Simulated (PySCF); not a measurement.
A structure optimised at PBE-D3(BJ)/def2-SVP, used in a PySCF frequency run:

```xyz
10

C      0.0000     0.0000     1.2416
C      0.0000    -1.1184     0.3980
N      0.0000    -0.6738    -0.8781
N      0.0000     0.6738    -0.8781
C      0.0000     1.1184     0.3980
H      0.0000     0.0000     2.3366
H      0.0000    -2.1927     0.6188
H      0.0000    -1.2100    -1.7529
H      0.0000     1.2100    -1.7529
H      0.0000     2.1927     0.6188
```
Charge +1, spin multiplicity 1.

Write its SMILES, formula and point group.

c1c[nH][nH+]c1, C3H5N2, C2v

What are its rotational constants (standard atomic weights)?

9.1211, 8.9620, 4.5204 GHz
